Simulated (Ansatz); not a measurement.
Ansatz (a quantum-chemistry and plane-wave program) input for Sn(F)2(Cl)(OMe) (CH3ClF2OSn), SMILES C[O][Sn]([F])([F])[Cl], PBE-D3(BJ)/def2-SVP. 

Ansatz 0.2 input:
```yaml
crystal:
  periodic: [false, false, false]
  atoms:
    - {symbol: C, position_ang: [0.79835177, -2.71345566, 0.00000000]}
    - {symbol: O, position_ang: [1.20128036, -1.35811390, -0.00000000]}
    - {symbol: Sn, position_ang: [-0.14303916, 0.05332000, -0.00000000]}
    - {symbol: F, position_ang: [-1.30370117, -0.14163673, -1.51541254]}
    - {symbol: F, position_ang: [-1.30370117, -0.14163674, 1.51541255]}
    - {symbol: Cl, position_ang: [0.82815418, 2.13584896, 0.00000000]}
    - {symbol: H, position_ang: [0.21207098, -2.97906646, 0.89696937]}
    - {symbol: H, position_ang: [0.21207097, -2.97906646, -0.89696938]}
    - {symbol: H, position_ang: [1.71546238, -3.32219294, -0.00000000]}
basis:
  gaussian:
    orbitals: def2-SVP
hamiltonian:
  xc: pbe
  dispersion: d3bj
relax: {f_tol: 0.002, max_steps: 200}
```

Log of the run:

```
WARN ansatz: RAYON_NUM_THREADS=1 ignored (pool sized by the plan → 1); use --threads N
Functional definition: PBE
integrals: 0.06 GiB planned
1257 factors; their error is unknown
mean field: 0.32 GiB planned
mean field evaluation 1: about -26888.1061 eV, gradient 7.3e1 eV
mean field evaluation 2: about -26823.0271 eV, gradient 1.9e2 eV
mean field evaluation 4: about -26897.8335 eV, gradient 2.1e1 eV
mean field evaluation 8: about -26898.5685 eV, gradient 1.4e-1 eV
mean field evaluation 16: about -26898.5130 eV, gradient 1.3e-4 eV
mean field -26898.51303284 eV, -988.5021214898 hartree, gradient 2.9e-5 eV, S^2 0.000000; 0 other end points of the search recorded, 0 dependent functions left out
the calculation of the forces begins
reference -26898.51307471 eV, -988.5021230285 hartree; 37, 37 occupied and 78, 78 virtual orbitals, 1257 factors
relax step   1: F+E_penalty+E_count = -26898.69695296 eV  Δ(F+E_penalty+E_count) = +0.000e0 eV  max|allowed force component| = 7.215e-1 eV/Å  Δτ_max = 0.0000 Å  (30 SCF iters, accepted)
these checks for a lower state are left out or cut short: starts, cluster_reference, orbital_swaps, neighbouring_geometries, increment
integrals: 0.06 GiB planned
1257 factors; their error is unknown
mean field: 0.32 GiB planned
mean field -26898.55779218 eV, -988.5037663655 hartree, gradient 1.4e-5 eV, S^2 0.000000; 0 other end points of the search recorded, 0 dependent functions left out
the calculation of the forces begins
reference -26898.55783415 eV, -988.5037679076 hartree; 37, 37 occupied and 78, 78 virtual orbitals, 1257 factors
relax step   2: F+E_penalty+E_count = -26898.73963592 eV  Δ(F+E_penalty+E_count) = -4.268e-2 eV  max|allowed force component| = 2.313e-1 eV/Å  Δτ_max = 0.0374 Å  (32 SCF iters, accepted)
these checks for a lower state are left out or cut short: starts, cluster_reference, orbital_swaps, neighbouring_geometries, increment
integrals: 0.06 GiB planned
1257 factors; their error is unknown
mean field: 0.32 GiB planned
mean field evaluation 32: about -26898.5600 eV, gradient 3.3e-4 eV
mean field -26898.56003848 eV, -988.5038489152 hartree, gradient 1.2e-5 eV, S^2 0.000000; 0 other end points of the search recorded, 0 dependent functions left out
the calculation of the forces begins
reference -26898.56008044 eV, -988.5038504575 hartree; 37, 37 occupied and 78, 78 virtual orbitals, 1257 factors
relax step   3: F+E_penalty+E_count = -26898.74199977 eV  Δ(F+E_penalty+E_count) = -2.364e-3 eV  max|allowed force component| = 7.458e-2 eV/Å  Δτ_max = 0.0151 Å  (32 SCF iters, accepted)
these checks for a lower state are left out or cut short: starts, cluster_reference, orbital_swaps, neighbouring_geometries, increment
integrals: 0.06 GiB planned
1257 factors; their error is unknown
mean field: 0.32 GiB planned
mean field -26898.56025161 eV, -988.5038567479 hartree, gradient 1.2e-5 eV, S^2 0.000000; 0 other end points of the search recorded, 0 dependent functions left out
the calculation of the forces begins
reference -26898.56029357 eV, -988.5038582899 hartree; 37, 37 occupied and 78, 78 virtual orbitals, 1257 factors
relax step   4: F+E_penalty+E_count = -26898.74222195 eV  Δ(F+E_penalty+E_count) = -2.222e-4 eV  max|allowed force component| = 2.405e-2 eV/Å  Δτ_max = 0.0054 Å  (32 SCF iters, accepted)
these checks for a lower state are left out or cut short: starts, cluster_reference, orbital_swaps, neighbouring_geometries, increment
integrals: 0.06 GiB planned
1257 factors; their error is unknown
mean field: 0.32 GiB planned
mean field -26898.56021832 eV, -988.5038555244 hartree, gradient 1.2e-5 eV, S^2 0.000000; 0 other end points of the search recorded, 0 dependent functions left out
the calculation of the forces begins
reference -26898.56026025 eV, -988.5038570653 hartree; 37, 37 occupied and 78, 78 virtual orbitals, 1257 factors
relax step   5: F+E_penalty+E_count = -26898.74235283 eV  Δ(F+E_penalty+E_count) = -1.309e-4 eV  max|allowed force component| = 8.021e-3 eV/Å  Δτ_max = 0.0093 Å  (33 SCF iters, accepted)
these checks for a lower state are left out or cut short: starts, cluster_reference, orbital_swaps, neighbouring_geometries, increment
integrals: 0.06 GiB planned
1257 factors; their error is unknown
mean field: 0.32 GiB planned
mean field -26898.56010574 eV, -988.5038513870 hartree, gradient 8.2e-6 eV, S^2 0.000000; 0 other end points of the search recorded, 0 dependent functions left out
the calculation of the forces begins
reference -26898.56014763 eV, -988.5038529265 hartree; 37, 37 occupied and 78, 78 virtual orbitals, 1257 factors
relax step   6: F+E_penalty+E_count = -26898.74237470 eV  Δ(F+E_penalty+E_count) = -2.187e-5 eV  max|allowed force component| = 8.915e-3 eV/Å  Δτ_max = 0.0068 Å  (28 SCF iters, accepted)
these checks for a lower state are left out or cut short: starts, cluster_reference, orbital_swaps, neighbouring_geometries, increment
integrals: 0.06 GiB planned
1257 factors; their error is unknown
mean field: 0.32 GiB planned
mean field -26898.56012190 eV, -988.5038519809 hartree, gradient 5.3e-5 eV, S^2 0.000000; 0 other end points of the search recorded, 0 dependent functions left out
the calculation of the forces begins
reference -26898.56016380 eV, -988.5038535206 hartree; 37, 37 occupied and 78, 78 virtual orbitals, 1257 factors
relax step   7: F+E_penalty+E_count = -26898.74238155 eV  Δ(F+E_penalty+E_count) = -6.850e-6 eV  max|allowed force component| = 8.976e-4 eV/Å  Δτ_max = 0.0013 Å  (22 SCF iters, accepted)
integrals: 0.06 GiB planned
1257 factors; their error is unknown
mean field: 0.32 GiB planned
mean field evaluation 64: about -26898.6170 eV, gradient 1.2e-1 eV
mean field -26898.56012190 eV, -988.5038519809 hartree, gradient 5.3e-5 eV, S^2 0.000000; 1 other end points of the search recorded, 0 dependent functions left out
the calculation of the forces begins
reference -26898.56016380 eV, -988.5038535206 hartree; 37, 37 occupied and 78, 78 virtual orbitals, 1257 factors
Total energy: -26898.74242344 eV, -988.5105514390 hartree
Atom 0 at     0.798829    -2.717474    -0.000000 Å, force    -0.000732     0.000898    -0.000000 eV/Å
Atom 1 at     1.246090    -1.360334    -0.000000 Å, force     0.000241     0.000171    -0.000000 eV/Å
Atom 2 at    -0.143352     0.059085     0.000000 Å, force    -0.000018    -0.000399    -0.000000 eV/Å
Atom 3 at    -1.316823    -0.150860    -1.536854 Å, force     0.000302     0.000181    -0.000064 eV/Å
Atom 4 at    -1.316823    -0.150860     1.536854 Å, force     0.000302     0.000181     0.000064 eV/Å
Atom 5 at     0.829745     2.172573     0.000000 Å, force    -0.000287    -0.000008     0.000000 eV/Å
Atom 6 at     0.203553    -2.974942     0.904532 Å, force     0.000044    -0.000523     0.000034 eV/Å
Atom 7 at     0.203553    -2.974942    -0.904532 Å, force     0.000044    -0.000523    -0.000034 eV/Å
Atom 8 at     1.712177    -3.348247    -0.000000 Å, force     0.000105     0.000021     0.000000 eV/Å
Dipole moment:     0.228095    -0.316231    -0.000000 e Å
```

The run converged.

Cost: roughly 40 core-seconds.
